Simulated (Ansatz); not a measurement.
Input for Ansatz (a quantum-chemistry and plane-wave program): R-MP2/def2-TZVPPD on BiH3 (SMILES [BiH3]), atoms moved off the minimum. Elements past Kr take the def2 small-core potentials; no spin–orbit coupling. Files ending in .json are basis or fitting sets from the Basis Set Exchange. The run froze 9 orbitals, filled d shells among them.

Ansatz 0.2 input:
```yaml
crystal:
  periodic: [false, false, false]
  atoms:
    - {symbol: Bi, position_ang: [0.08392151, -0.07126977, 0.00060612]}
    - {symbol: H, position_ang: [-1.42526830, -0.21814339, -1.02866097]}
    - {symbol: H, position_ang: [0.96841283, -1.07241123, -1.02502939]}
    - {symbol: H, position_ang: [0.42081721, 1.40724131, -0.86371196]}
basis:
  gaussian:
    orbitals: def2-TZVPPD.json
magnetization: {spin_polarized: false}
correlation: {method: mp2, electrons: outside_noble_gas}
scf: {lower_state_search: off}
output: {forces: true}
```

The head of its log:

```
WARN ansatz: RAYON_NUM_THREADS=1 ignored (pool sized by the plan → 1); use --threads N
Functional definition: HF
these checks for a lower state are left out or cut short: starts, cluster_reference, orbital_swaps, neighbouring_geometries, increment
integrals: 0.06 GiB planned
784 factors; integrals over basis functions are off by at most 5.8e-4 eV
mean field: 0.18 GiB planned
mean field evaluation 1: about -5857.1195 eV, gradient 8.0e0 eV
mean field evaluation 2: about -5857.1196 eV, gradient 8.0e0 eV
mean field evaluation 4: about -5857.5221 eV, gradient 1.1e0 eV
mean field evaluation 8: about -5857.5262 eV, gradient 3.4e-4 eV
mean field -5857.52622316 eV, -215.2601183274 hartree, gradient 9.6e-7 eV, S^2 0.000000; 0 other end points of the search recorded, 0 dependent functions left out
9 core orbitals not correlated
reference -5857.52622316 eV, -215.2601183274 hartree; 4, 4 occupied and 94, 94 virtual orbitals, 784 factors
densities: 0.19 GiB planned
```

**Question.** What total energy does the run end on?

**Answer.** -215.3939 hartree.
